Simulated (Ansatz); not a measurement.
Consider the isomerisation: `O[Si@@H]1C[C@@H](F)O1` → `CO[Si]1(F)CO1`.

Isolated molecules relaxed with PBE0-D4/def2-TZVP in Ansatz; ΔE leaves out vibrations. CCSD(T)/CBS adds triple-zeta CCSD(T) − MP2 to the extrapolated MP2 energy (def2 sets, frozen cores). DFT in def2-TZVPP. Each species was taken in one conformer, which may not be the lowest.

```csv
level,ΔE (kJ/mol)
r2SCAN-D4,-21.5
r2SCAN,-21.6
PBE0,-9.9
MP2/def2-TZVPP,-21.9
CCSD/def2-TZVPP,-20.9
CCSD(T)/def2-TZVPP,-20.1
HF/CBS(def2),-27.5
CCSD/CBS(def2),-23.5
```

Task: What does CCSD(T)/CBS give? (Best estimate.)

Result: Computed: -22.8 kJ/mol. The listed levels differ from it by 1.3, 1.2, 12.9, 0.9, 1.9, 2.7, -4.7, -0.7 kJ/mol.

Largest T1 diagnostic among the species: 0.012.

From PBE to PBE0 (25 % exact exchange), in def2-TZVPP and without D4, ΔE moves by +4.5 kJ/mol.
